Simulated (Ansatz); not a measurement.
Ansatz (a quantum-chemistry and plane-wave program) input (wB97M-V/def2-TZVPD):

Ansatz 0.2 input:
```yaml
crystal:
  periodic: [false, false, false]
  atoms:
    - {symbol: C, position_ang: [-1.57917464, 0.14857349, -0.08929637]}
    - {symbol: C, position_ang: [-0.27344075, -0.45258751, -0.46410507]}
    - {symbol: N, position_ang: [0.85890302, -0.02120900, 0.10449428]}
    - {symbol: C, position_ang: [1.84024213, 0.38058842, 0.62392539]}
    - {symbol: H, position_ang: [-1.59476944, 1.22313460, -0.30006660]}
    - {symbol: H, position_ang: [-1.77426594, 0.03353029, 0.98205094]}
    - {symbol: H, position_ang: [-2.38906761, -0.32425806, -0.64181266]}
    - {symbol: H, position_ang: [-0.17997858, -1.24339010, -1.19477523]}
basis:
  gaussian:
    orbitals: def2-TZVPD
hamiltonian:
  xc: {name: wB97M-V}
magnetization: {spin_polarized: true, initial_magnetization: 1}
output: {forces: true}
```

End of the output:

```
integrals: 0.10 GiB planned
905 factors; their error is unknown
integrals: 0.13 GiB planned
324 factors; integrals over basis functions are off by at most 2.1e-5 eV
mean field: 1.37 GiB planned
mean field evaluation 1: about -4660.0339 eV, gradient 2.7e1 eV
mean field evaluation 2: about -4661.4235 eV, gradient 2.1e1 eV
mean field evaluation 4: about -4663.2123 eV, gradient 1.4e0 eV
mean field evaluation 8: about -4663.2346 eV, gradient 5.3e-2 eV
mean field evaluation 16: about -4663.2196 eV, gradient 4.6e-3 eV
mean field -4663.21957941 eV, -171.3701586995 hartree, gradient 3.7e-5 eV, S^2 0.761442; 0 other end points of the search recorded, 0 dependent functions left out
the calculation of the forces begins
reference -4663.21963070 eV, -171.3701605846 hartree; 15, 14 occupied and 169, 170 virtual orbitals, 905 factors
Total energy: -4663.21963070 eV, -171.3701605846 hartree
Atom 0 at    -1.579175     0.148573    -0.089296 Å, force     0.025431     0.030968     0.031962 eV/Å
Atom 1 at    -0.273441    -0.452588    -0.464105 Å, force    -0.271736    -0.135115    -0.166543 eV/Å
Atom 2 at     0.858903    -0.021209     0.104494 Å, force     0.486056     0.225298     0.282108 eV/Å
Atom 3 at     1.840242     0.380588     0.623925 Å, force    -0.304496    -0.126948    -0.163470 eV/Å
Atom 4 at    -1.594769     1.223135    -0.300067 Å, force     0.006825    -0.037936     0.000956 eV/Å
Atom 5 at    -1.774266     0.033530     0.982051 Å, force     0.011835    -0.003434    -0.036109 eV/Å
Atom 6 at    -2.389068    -0.324258    -0.641813 Å, force     0.032936     0.010755     0.014718 eV/Å
Atom 7 at    -0.179979    -1.243390    -1.194775 Å, force     0.013149     0.036413     0.036377 eV/Å
Dipole moment:    -0.685141    -0.194658    -0.282395 e Å
```

It need not be the lowest isomer of its formula.
